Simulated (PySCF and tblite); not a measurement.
Values are calculated unless marked as measured or tabulated.
System: C8H9NO, numbered as in [CH3:1]/[N:2]=[CH:3]/[c:4]1[cH:5][cH:6][cH:7][cH:8][c:9]1[OH:10].

The path came from a restrained scan, a climbing-image band and a saddle search at GFN2-xTB; energies are PBE0/pcSseg-1 + D3(BJ), IEF-PCM tetrahydrofuran//GFN2-xTB, thermal terms GFN2-xTB. Rates follow Eyring's equation with the number of equivalent paths and no tunnelling. (PySCF 2.14 with density fitting, tblite 0.8.)

Problem. Estimate the barrier and the room-temperature rate of the rotation about the C4–C3 bond (torsion C5–C4–C3–N2 from -180° to 0°, rising).

Solution. The electronic barrier is 16.4 kcal/mol and ΔG‡(298 K) 15.8 kcal/mol, over a C1 saddle with an imaginary mode of 117i cm⁻¹ (GFN2-xTB). With 2 equivalent paths, k is 30 s⁻¹, a mean lifetime of the start of 33 ms against this motion. The end lies 10.6 kcal/mol above the start in free energy.
